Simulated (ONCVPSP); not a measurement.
# Potentials for nickel (Ni) compared

Generated with ld1.x 7.5 (TM, RRKJ, ultrasoft, PAW), atompaw 4.2 or ONCVPSP 4.0.1. The cutoff is in Ry: for ld1.x and atompaw files where the sum of valence levels is converged to 10 mRy in a Bessel basis, for ONCV files where the hardest occupied wave has 1 mHa per electron of residual kinetic energy. The error is the largest all-electron minus pseudo excitation energy over each file’s own four to seven test configurations (ionisations up to +4, promotions, holes and added fractions of an electron), all of which were solved. The labels leave out finer settings (local radius, basis sizes, second energies), which also bear on the numbers. Spin-polarised tests are not counted. The rows are a selection from randomly drawn settings: files with unsolved tests, undetermined cutoffs or missed reference levels are left out.

A true bound ghost makes a file unfit for plane-wave use even where its test errors are small: the radial tests pick states by their node count and pass the ghost by.

| potential | cutoff (Ry) | largest error (meV) | bound ghosts |
| --- | --- | --- | --- |
| ONCV, PBEsol, non-relativistic, rc 1.00/0.90/0.90 (spd), local d, core correction no, reference 3s2 3p6 3d8 4s2, qcut 9.5/16.9/20.1, projectors 2/1/0 | 263 | -14 | none |
| ONCV, PBE, scalar-relativistic, rc 1.25/1.00/1.35 (spd), local smoothed, core correction yes, reference 3s2 3p6 3d8.5 4s1.5, qcut 8.5/12.8/11.5, projectors 2/1/2 | 107 | +79 | none |
| ONCV, PBE, fully relativistic, rc 1.40/0.95/1.35 (spd), local smoothed, core correction yes, reference 3s2 3p6 3d8 4s2, qcut 7.6/15.5/11, projectors 2/2/1 | 121 | -18 | none |
| ONCV, PBE, scalar-relativistic, rc 1.90/1.65/1.50 (spd), local smoothed, core correction no, reference 3d8 4s2, qcut 3.6/4.9/11.7, projectors 3/3/2 | 99 | +204 | p |
| ONCV, Wu-Cohen, fully relativistic, rc 1.25/1.10/1.50 (spd), local smoothed, core correction yes, reference 3s2 3p6 3d8 4s1, qcut 11.5/10.1/11.2, projectors 2/1/2 | 102 | +28 | none |
| ONCV, PBE, scalar-relativistic, rc 1.90/0.95/1.00 (spd), local smoothed, core correction no, reference 3p6 3d8 4s0.5, qcut 3.1/12.5/15.5, projectors 1/1/1 | 188 | +40 | s |

Question: Fill in the row for Ni: ONCV, PBE, fully relativistic, rc 1.40/0.85/1.05 (spd), local smoothed, core correction yes, reference 3s2 3p6 3d8 4s1, qcut 8.2/10.9/17.7, projectors 3/2/2.

Answer: cutoff 206 Ry, largest error -356 meV, bound ghosts: none.

Question: Fill in the row for Ni: ONCV, PW91, scalar-relativistic, rc 1.50/0.85/0.95 (spd), local smoothed, core correction yes, reference 3s2 3p6 3d8 4s2, qcut 6.3/8.2/18.4, projectors 3/2/2.

Answer: cutoff 231 Ry, largest error -10 meV, bound ghosts: none.

Question: Fill in the row for Ni: ONCV, LDA (Perdew-Zunger), scalar-relativistic, rc 1.10/0.85/1.05 (spd), local smoothed, core correction yes, reference 3s2 3p6 3d8, qcut 9.2/7.7/15.4, projectors 2/2/2.

Answer: cutoff 175 Ry, largest error +64 meV, bound ghosts: none.
